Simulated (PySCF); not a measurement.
FGeH₃Mg. Atoms are numbered in the order given.

```xyz
6

Mg     0.0000     0.0000    -1.3529
F      0.0000     0.0000    -3.1084
Ge     0.0000     0.0000     1.2119
H      1.2325     0.7116     1.8099
H     -1.2325     0.7116     1.8099
H      0.0000    -1.4232     1.8099
```
Charge 0, spin multiplicity 1.

The structure is a stationary point at PBE0-D3(BJ)/def2-TZVP.

Level of theory: PySCF with PBE0/def2-TZVPD.

Task: Estimate the frontier levels, gap, dipole moment and polarisability. (The exact figures need the calculation; the answer reports its results.)

Result: 
```
Quantity                                                                                                         Result
---------------------------------------------------------------------------------------------  ------------------------
highest occupied level                                                                                         -7.53 eV
lowest empty level                                                                                             -1.32 eV
orbital gap                                                                                                     6.21 eV
dipole moment                                                                                                    1.29 D
quadrupole, principal values (traceless, Buckingham form, about the centre of nuclear charge)  -20.08, 10.04, 10.04 D·Å
mean static polarisability                                                                         64.0 bohr³ (9.49 Å³)
polarisability, principal values                                                                 56.5, 56.5, 79.0 bohr³
```
